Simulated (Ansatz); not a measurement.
**YCl: shapes and states compared**

Program: Ansatz, Gaussian basis, development build. Basis cc-pwCVTZ-PP on Y, cc-pV(T+d)Z on Cl, scalar-relativistic core potentials (28 electrons on Y), no spin–orbit coupling, 5 orbitals frozen in the corrections; active space CAS(8,9), shells under the valence barred from it. Restricted Hartree–Fock, then the lowest state-specific CASSCF solution met for each case. Coupled cluster stands on the determinant that it favours, not always the lowest RHF. On stretched bonds single-reference methods can fail or change state. Solutions in different active orbitals can move differences by tenths of an eV and at times more than 1 eV.

Case A, singlet: bond length 2.7427 Å.

Case B, singlet: bond length 2.3850 Å.

Case C, triplet: bond length 2.3850 Å.

Energy less that of case A, in eV:

```csv
case,RHF/ROHF,CASSCF,CCSD(T)
B,-0.344,-0.826,-0.522
C,-0.096,-0.456,+0.366
```

Problem. Give the SC-NEVPT2 energies against case A.

Solution. B: -0.506 eV (-11.7 kcal/mol); C: +0.194 eV (4.5 kcal/mol).

Problem. Which case is lowest, and do the methods agree?

Solution. B is lowest in SC-NEVPT2. Of the methods shown, RHF/ROHF, CASSCF, CCSD(T) agree.
